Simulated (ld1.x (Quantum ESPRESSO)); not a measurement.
Building the TM potential for thallium (LDA (PZ), scalar-relativistic).

ld1.x (Quantum ESPRESSO) 7.5 was run on this input:

```
&input
   title='Tl', zed=81., rel=1, dft='PZ', iswitch=3,
   config='[Xe] 4f14 5d10 6s2 6p0.5',
   nld=3, rlderiv=2.60, eminld=-3.0, emaxld=5.0, deld=0.02
 /
 &inputp
   pseudotype=2, tm=.true., lloc=0,
   nlcc=.true., rcore=1.80,
   file_pseudopw='Tl.UPF', file_wfcaegen='ae.wfc', file_wfcncgen='nc.wfc', file_beta='beta', file_chi='chi'
 /
3
6P  2  1   0.50   0.00  2.40  2.40  0.0
5D  3  2  10.00   0.00  2.00  2.00  0.0
6S  1  0   2.00   0.00  2.05  2.05  0.0
 &test
   configts(1)='5d10 6s2 6p0.5'
 /
```

Command:

```bash
ld1.x < Tl.in > Tl.out
```

Resulting log (shortened: banner, matrices, multipoles, cross overlaps and the repeated all-electron block are left out):

```
Program LD1 v.7.5
     --------------------------- All-electron run ----------------------------

     Tl
     scalar relativistic calculation

     atomic number is 81.00
     dft =PZ   lsd =0 sic =0 latt =0  beta=0.20 tr2=1.0E-14
     Exchange-correlation= PZ
                           (   1   1   0   0   0   0   0)
     mesh =1281 r(mesh) = 100.03807 a.u. xmin = -7.00 dx = 0.01250
     1 Ry =  13.60569312 eV, c = 137.03599908

     n l     nl                  e(Ry)          e(Ha)          e(eV)
     1 0     1S 1( 2.00)     -6289.6036     -3144.8018    -85574.4159
     2 0     2S 1( 2.00)     -1120.1540      -560.0770    -15240.4716
     2 1     2P 1( 6.00)      -963.6917      -481.8458    -13111.6929
     3 0     3S 1( 2.00)      -267.5388      -133.7694     -3640.0513
     3 1     3P 1( 6.00)      -222.5215      -111.2608     -3027.5596
     4 0     4S 1( 2.00)       -59.8556       -29.9278      -814.3771
     4 1     4P 1( 6.00)       -45.0978       -22.5489      -613.5870
     3 2     3D 1(10.00)      -175.8466       -87.9233     -2392.5146
     5 0     5S 1( 2.00)        -9.9047        -4.9524      -134.7604
     5 1     5P 1( 6.00)        -5.8595        -2.9297       -79.7221
     4 2     4D 1(10.00)       -27.8091       -13.9045      -378.3620
     4 3     4F 1(14.00)        -8.6633        -4.3316      -117.8698
     5 2     5D 1(10.00)        -1.4020        -0.7010       -19.0758
     6 0     6S 1( 2.00)        -0.9618        -0.4809       -13.0858
     6 1     6P 1( 0.50)        -0.3941        -0.1970        -5.3616

     final scf error:  6.7E-15 reached in  26 iterations

     Etot =  -40469.811774 Ry,  -20234.905887 Ha, -550619.839743 eV

     Ekin =   45586.841457 Ry,   22793.420729 Ha,  620240.575317 eV
     Encl = -100941.448653 Ry,  -50470.724327 Ha,-1373378.373768 eV
     Eh   =   15619.400206 Ry,    7809.700103 Ha,  212512.765974 eV
     Exc  =    -734.604785 Ry,    -367.302392 Ha,   -9994.807265 eV

     normalization and overlap integrals

     s(1S/1S) =  1.000000  <r> =   0.0163  <r2> =    0.0004  r(max) =   0.0100
     s(2S/2S) =  1.000000  <r> =   0.0688  <r2> =    0.0056  r(max) =   0.0582
     s(2P/2P) =  1.000000  <r> =   0.0624  <r2> =    0.0048  r(max) =   0.0482
     s(3S/3S) =  1.000000  <r> =   0.1777  <r2> =    0.0361  r(max) =   0.1642
     s(3P/3P) =  1.000000  <r> =   0.1794  <r2> =    0.0373  r(max) =   0.1642
     s(4S/4S) =  1.000000  <r> =   0.3919  <r2> =    0.1733  r(max) =   0.3699
     s(4P/4P) =  1.000000  <r> =   0.4179  <r2> =    0.1984  r(max) =   0.3889
     s(3D/3D) =  1.000000  <r> =   0.1625  <r2> =    0.0309  r(max) =   0.1327
     s(5S/5S) =  1.000000  <r> =   0.8759  <r2> =    0.8603  r(max) =   0.8030
     s(5P/5P) =  1.000000  <r> =   1.0067  <r2> =    1.1453  r(max) =   0.8986
     s(4D/4D) =  1.000000  <r> =   0.4400  <r2> =    0.2236  r(max) =   0.3938
     s(4F/4F) =  1.000000  <r> =   0.4677  <r2> =    0.2629  r(max) =   0.3563
     s(5D/5D) =  1.000000  <r> =   1.3892  <r2> =    2.2701  r(max) =   1.1113
     s(6S/6S) =  1.000000  <r> =   2.4272  <r2> =    6.6933  r(max) =   2.0504
     s(6P/6P) =  1.000000  <r> =   3.4406  <r2> =   13.6744  r(max) =   2.8026

     ------------------------ End of All-electron run ------------------------

     --------------------- Generating NC pseudopotential ---------------------

      Generating local pot.: lloc=0, matching radius rcloc =   2.0500

      Computing core charge for nlcc:

       r > 1.81 : true rho core
       r < 1.81 : rho core = a sin(br)/r    a=   1.14  b=   1.55

      Integrated core pseudo-charge :   1.57

      Wfc   6P  rcut= 2.412  Using Troullier-Martins method

      Wfc   5D  rcut= 2.025  Using Troullier-Martins method

     ------------------- End of pseudopotential generation -------------------

     Computing logarithmic derivative in   2.58395
     Computing logarithmic derivative in   2.58395
     Computing the partial wave expansion
       no projector for channel:   0
     R is outside the sphere for l=    1 j= 0.00
     R is outside the sphere for l=    2 j= 0.00

     ---------------------- Testing the pseudopotential ----------------------

     Tl
     scalar relativistic calculation

     atomic number is 81.00   valence charge is 13.00
     dft =PZ   lsd =0 sic =0 latt =0  beta=0.20 tr2=1.0E-14
     mesh =1281 r(mesh) = 100.03807 xmin = -7.00 dx = 0.01250

     n l     nl             e AE (Ry)        e PS (Ry)    De AE-PS (Ry)
     3 2     5D   1(10.00)       -1.40204       -1.40205        0.00000
     1 0     6S   1( 2.00)       -0.96179       -0.96179        0.00000
     2 1     6P   1( 0.50)       -0.39407       -0.39407       -0.00000

     eps = 1.1E-15  iter = 12

     Etot =  -40469.811774 Ry,  -20234.905887 Ha, -550619.839743 eV
     Etotps =  -101.719630 Ry,     -50.859815 Ha,   -1383.966067 eV

     Ekin =      63.181018 Ry,      31.590509 Ha,     859.621541 eV
     Encl =    -162.217698 Ry,     -81.108849 Ha,   -2207.084212 eV
     Ehrt =      87.777985 Ry,      43.888992 Ha,    1194.280324 eV
     Ecxc =     -15.160272 Ry,      -7.580136 Ha,    -206.266004 eV
     (Ecc =      -1.049242 Ry,      -0.524621 Ha,     -14.275661 eV)
     Epseu=     -75.300663 Ry,     -37.650332 Ha,   -1024.517716 eV

     ---------------------- End of pseudopotential test ----------------------
```

Generation and configuration tests took about 3.3 s on one core of a shared server CPU.

Transferability test of the new file with ld1.x, input:

```
&input
   title='Tl', zed=81., rel=1, dft='PZ', iswitch=2,
   config='[Xe] 4f14 5d10 6s2 6p0.5'
 /
 &test
   file_pseudo='Tl.UPF', nconf=10,
   configts(1)='5d10 6s2 6p0.5',
   configts(2)='5d10 6s2 6p1',
   configts(3)='5d10 6s2 6p0',
   configts(4)='5d10 6s1 6p0',
   configts(5)='5d9 6s2 6p1',
   configts(6)='5d10 6s1 6p1',
   configts(7)='5d10 6s1 6p2',
   configts(8)='5d10 6s2 6p1.3',
   configts(9)='5d10 6s2 6p0.5', lsdts(9)=1,
   configts(10)='5d10 6s2 6p1', lsdts(10)=1
 /
```

```bash
ld1.x < Tl.test.in > Tl.test.out
```

Pseudopotential blocks of its output, shortened (energy terms left out):

```
     ---------------------- Testing the pseudopotential ----------------------

     n l     nl             e AE (Ry)        e PS (Ry)    De AE-PS (Ry)
     3 2     5D   1(10.00)       -1.40204       -1.40205        0.00000
     1 0     6S   1( 2.00)       -0.96179       -0.96179        0.00000
     2 1     6P   1( 0.50)       -0.39407       -0.39407       -0.00000

     eps = 1.5E-15  iter = 12

     Etot =  -40469.811774 Ry,  -20234.905887 Ha, -550619.839743 eV
     Etotps =  -101.719630 Ry,     -50.859815 Ha,   -1383.966064 eV

     ---------------------- End of pseudopotential test ----------------------

          ---------------------- Testing the pseudopotential ----------------------

     n l     nl             e AE (Ry)        e PS (Ry)    De AE-PS (Ry)
     3 2     5D   1(10.00)       -1.14796       -1.14899        0.00103
     1 0     6S   1( 2.00)       -0.72273       -0.72276        0.00003
     2 1     6P   1( 1.00)       -0.18968       -0.18966       -0.00002

     eps = 6.8E-15  iter = 14

     Etot =  -40469.956491 Ry,  -20234.978245 Ha, -550621.808714 eV
     Etotps =  -101.864407 Ry,     -50.932203 Ha,   -1385.935860 eV
     dEtot_ae =      -0.144717 Ry
     dEtot_ps =      -0.144777 Ry,   Delta E=       0.000061 Ry

     ---------------------- End of pseudopotential test ----------------------

          ---------------------- Testing the pseudopotential ----------------------

     n l     nl             e AE (Ry)        e PS (Ry)    De AE-PS (Ry)
     3 2     5D   1(10.00)       -1.68877       -1.68749       -0.00128
     1 0     6S   1( 2.00)       -1.22681       -1.22696        0.00015
     2 1     6P   1( 0.00)       -0.62067       -0.62089        0.00022

     eps = 1.7E-15  iter = 10

     Etot =  -40469.558908 Ry,  -20234.779454 Ha, -550616.399326 eV
     Etotps =  -101.466607 Ry,     -50.733304 Ha,   -1380.523520 eV
     dEtot_ae =       0.252866 Ry
     dEtot_ps =       0.253022 Ry,   Delta E=      -0.000156 Ry

     ---------------------- End of pseudopotential test ----------------------

          ---------------------- Testing the pseudopotential ----------------------

     n l     nl             e AE (Ry)        e PS (Ry)    De AE-PS (Ry)
     3 2     5D   1(10.00)       -2.45598       -2.45368       -0.00231
     1 0     6S   1( 1.00)       -1.89802       -1.89929        0.00127
     2 1     6P   1( 0.00)       -1.19954       -1.20092        0.00138

     eps = 6.0E-15  iter =  8

     Etot =  -40468.000787 Ry,  -20234.000394 Ha, -550595.200015 eV
     Etotps =   -99.907327 Ry,     -49.953663 Ha,   -1359.308429 eV
     dEtot_ae =       1.810987 Ry
     dEtot_ps =       1.812303 Ry,   Delta E=      -0.001316 Ry

     ---------------------- End of pseudopotential test ----------------------

          ---------------------- Testing the pseudopotential ----------------------

     n l     nl             e AE (Ry)        e PS (Ry)    De AE-PS (Ry)
     3 2     5D   1( 9.00)       -2.02303       -2.03762        0.01459  !
     1 0     6S   1( 2.00)       -1.40358       -1.40266       -0.00092
     2 1     6P   1( 1.00)       -0.73760       -0.73469       -0.00291

     eps = 5.5E-15  iter = 15

     Etot =  -40468.383632 Ry,  -20234.191816 Ha, -550600.408877 eV
     Etotps =  -100.283423 Ry,     -50.141712 Ha,   -1364.425483 eV
     dEtot_ae =       1.428142 Ry
     dEtot_ps =       1.436206 Ry,   Delta E=      -0.008064 Ry

     ---------------------- End of pseudopotential test ----------------------

          ---------------------- Testing the pseudopotential ----------------------

     n l     nl             e AE (Ry)        e PS (Ry)    De AE-PS (Ry)
     3 2     5D   1(10.00)       -1.82025       -1.82037        0.00013
     1 0     6S   1( 1.00)       -1.31941       -1.31968        0.00027
     2 1     6P   1( 1.00)       -0.69267       -0.69269        0.00002

     eps = 8.5E-15  iter = 11

     Etot =  -40468.943126 Ry,  -20234.471563 Ha, -550608.021182 eV
     Etotps =  -100.850608 Ry,     -50.425304 Ha,   -1372.142423 eV
     dEtot_ae =       0.868648 Ry
     dEtot_ps =       0.869022 Ry,   Delta E=      -0.000373 Ry

     ---------------------- End of pseudopotential test ----------------------

          ---------------------- Testing the pseudopotential ----------------------

     n l     nl             e AE (Ry)        e PS (Ry)    De AE-PS (Ry)
     3 2     5D   1(10.00)       -1.28181       -1.28409        0.00228
     1 0     6S   1( 1.00)       -0.81496       -0.81524        0.00028
     2 1     6P   1( 2.00)       -0.24841       -0.24829       -0.00013

     eps = 7.5E-15  iter = 15

     Etot =  -40469.406464 Ry,  -20234.703232 Ha, -550614.325223 eV
     Etotps =  -101.314033 Ry,     -50.657017 Ha,   -1378.447649 eV
     dEtot_ae =       0.405310 Ry
     dEtot_ps =       0.405596 Ry,   Delta E=      -0.000286 Ry

     ---------------------- End of pseudopotential test ----------------------

          ---------------------- Testing the pseudopotential ----------------------

     n l     nl             e AE (Ry)        e PS (Ry)    De AE-PS (Ry)
     3 2     5D   1(10.00)       -1.01727       -1.01872        0.00145
     1 0     6S   1( 2.00)       -0.59764       -0.59772        0.00008
     2 1     6P   1( 1.30)       -0.08301       -0.08301        0.00000

     eps = 8.0E-15  iter = 17

     Etot =  -40469.997001 Ry,  -20234.998500 Ha, -550622.359878 eV
     Etotps =  -101.904937 Ry,     -50.952468 Ha,   -1386.487295 eV
     dEtot_ae =      -0.185227 Ry
     dEtot_ps =      -0.185307 Ry,   Delta E=       0.000081 Ry

     ---------------------- End of pseudopotential test ----------------------

          ---------------------- Testing the pseudopotential ----------------------

     n l     nl             e AE (Ry)        e PS (Ry)    De AE-PS (Ry)
     3 2     5D   1( 5.00)       -1.40329       -1.40337        0.00008
     1 0     6S   1( 1.00)       -0.96904       -0.96914        0.00009
     2 1     6P   1( 0.50)       -0.40321       -0.40324        0.00003
     3 2     5D   2( 5.00)       -1.39965       -1.39957       -0.00008
     1 0     6S   2( 1.00)       -0.95308       -0.95299       -0.00009
     2 1     6P   2( 0.00)       -0.38283       -0.38279       -0.00004

     eps = 4.3E-15  iter = 12

     Etot =  -40469.814290 Ry,  -20234.907145 Ha, -550619.873980 eV
     Etotps =  -101.722154 Ry,     -50.861077 Ha,   -1384.000405 eV
     dEtot_ae =      -0.002516 Ry
     dEtot_ps =      -0.002524 Ry,   Delta E=       0.000008 Ry

     ---------------------- End of pseudopotential test ----------------------

          ---------------------- Testing the pseudopotential ----------------------

     n l     nl             e AE (Ry)        e PS (Ry)    De AE-PS (Ry)
     3 2     5D   1( 5.00)       -1.14808       -1.14921        0.00113
     1 0     6S   1( 1.00)       -0.73318       -0.73334        0.00016
     2 1     6P   1( 1.00)       -0.20315       -0.20317        0.00002
     3 2     5D   2( 5.00)       -1.14205       -1.14297        0.00092
     1 0     6S   2( 1.00)       -0.70598       -0.70584       -0.00014
     2 1     6P   2( 0.00)       -0.16867       -0.16857       -0.00009

     eps = 3.9E-15  iter = 18

     Etot =  -40469.964843 Ry,  -20234.982421 Ha, -550621.922348 eV
     Etotps =  -101.872792 Ry,     -50.936396 Ha,   -1386.049942 eV
     dEtot_ae =      -0.153069 Ry
     dEtot_ps =      -0.153162 Ry,   Delta E=       0.000094 Ry

     ---------------------- End of pseudopotential test ----------------------
```
